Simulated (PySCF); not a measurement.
Electron correlation in Te³⁺ (tellurium, charge +3)

[Kr] 4d10 5s2 5p1, 2P determinant. Calculation: PySCF 2.14, in x2c-TZVPPall with one added diffuse shell each of s, p, d, f type (9s7p5d3f, 76 functions); the spin-free X2C one-electron Hamiltonian (Gaussian nucleus). Frozen: [Kr] 4d10; 3 electrons correlated.

```
  level  correlation energy (mhartree)
   CCSD                         -45.67
    (T)                          -0.50
CCSD(T)                         -46.17
```

Diagnostics: T1 = 0.0068, D1 = 0.0159, largest double amplitude 0.093.

Q: Is a single reference adequate?

A: Mostly. T1 lies below 0.03, but a double amplitude of this size points to a near-degeneracy that CCSD handles and MP2 describes poorly.
